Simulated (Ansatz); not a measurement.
Spectroscopic constants of SiCu, multiplicity 4 (an upper state: multiplicity 2 came lower at CCSD(T)/def2-TZVPP on PBE0 minima). No spin–orbit coupling. Cu is treated without relativity.

Seven points along R, fitted to fifth degree in 1/R; most abundant isotopes. Runs in def2 and cc sets follow the lowest solution found near the PBE0 minimum.

Programs: Ansatz (an electronic-structure program) with Gaussian orbitals. Each number belongs to the level named beside it.

```
level               r_e (Å)  ω_e (cm⁻¹)  α_e (cm⁻¹)  B_e (cm⁻¹)  dipole (D)
------------------  -------  ----------  ----------  ----------  ----------
PBE/def2-TZVPP        2.189         337      0.0014       0.182        2.42
PBE0/def2-TZVPP       2.213         320      0.0014       0.178        3.01
wB97X-V/def2-TZVPP    2.219         319      0.0013       0.177        3.47
CCSD/def2-TZVPP       2.256         299      0.0012       0.171           -
CCSD(T)/def2-TZVPP    2.226         313      0.0013       0.176           -
```

Correlated levels freeze the inner cores; with def2 sets outer-core shells near the valence are correlated too.
